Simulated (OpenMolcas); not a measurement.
V4+ (d1) in a complex was computed by SS-CASPT2, IPEA 0.25 Eh, imaginary shift 0.1 Eh with the d shell active (OpenMolcas, ANO-RCC-VTZP on the metal). Its lowest spin-free states, and all those of the highest spin:

```tsv
2S+1	Degeneracy	E (cm-1)
2	2	0
2	3	9300
```

Q: Is the site octahedral, tetrahedral or cube-like, axial, or of lower symmetry?

A: The states with 2S+1 = 2 have orbital degeneracies 2, 3. Threefold states need a cubic site. For d1 at this spin an octahedron puts the threefold T2 below the twofold E and a tetrahedron or cube puts the twofold E below the threefold T2, so the site is a tetrahedron or a cube, which this pattern cannot tell apart. The first gap at this spin, 9300 cm-1, is |10Dq| in ligand-field theory. The run had V4+ with 4 ligands (chloride) in tetrahedral coordination (Td) at 2.21 Å. Ligand basis ANO-RCC-VDZP.

Roots that are degenerate in the reference are averaged as groups; the widest CASPT2 spread within a group is 27 cm-1 (the 3-fold group of multiplicity 2 near 9300 cm-1 above the lowest state of its run). Shifts and gaps below about the spread of the groups concerned are not significant. Over all roots computed the reference weight is 0.68 to 0.69; a low but even weight reflects the number of correlated electrons. An orbital doublet at a regular site is open to a Jahn-Teller distortion, which this geometry leaves out. The least metal-like active orbital is 79 % on the metal (Löwdin) and no ligand orbital is active, so the numbers are rough. Ligand-to-metal charge-transfer states are missing. With one d shell and no ligand orbital active, 10Dq can be off by a tenth or more. No measured value stands beside these numbers; the geometry was imposed, not optimised, and the real ion may take another.
